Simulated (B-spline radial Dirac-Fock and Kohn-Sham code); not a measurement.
Ga²⁺ 2p3/2: cross section and angular parameters

System: Ga²⁺, configuration [Ar] 3d10 4s1; threshold 1142.9 eV (orbital energy of the model). These are calculated numbers from an atomic code on a B-spline grid; the model is Dirac-Hartree-Slater photoionisation with a Latter tail; cross sections with all multipoles, angular parameters from the dipole term and its interference with E2.

For linearly polarised light dσ/dΩ = σ/(4π) [1 + β P₂(cos θ) + (δ + γ cos²θ) sin θ cos φ], with θ from the polarisation vector and φ the angle between the beam and the projection of the electron momentum on the plane normal to the polarisation.

```
hν (eV)  σ (kb)      β       γ      δ
 1253.6     453  1.070  -0.140  0.007
   1260     447  1.086  -0.140  0.007
 1486.9     292  1.354  -0.051  0.015
   2000     134  1.466   0.227  0.027
   2100     117  1.469   0.273  0.028
   4000       ?      ?       ?      ?
   4170    15.8  1.324   0.897  0.063
   6540    3.84  1.133   1.245  0.109
 9251.7    1.23  0.962   1.469  0.161
  10700   0.756  0.888   1.551  0.189
  11100   0.667  0.869   1.571  0.196
  11400   0.610  0.855   1.585  0.202
  13000   0.389  0.787   1.650  0.231
```

**Question.** Give the values at 4000 eV.

**Answer.** σ = 17.9 kb, β = 1.339, γ = 0.861, δ = 0.060.
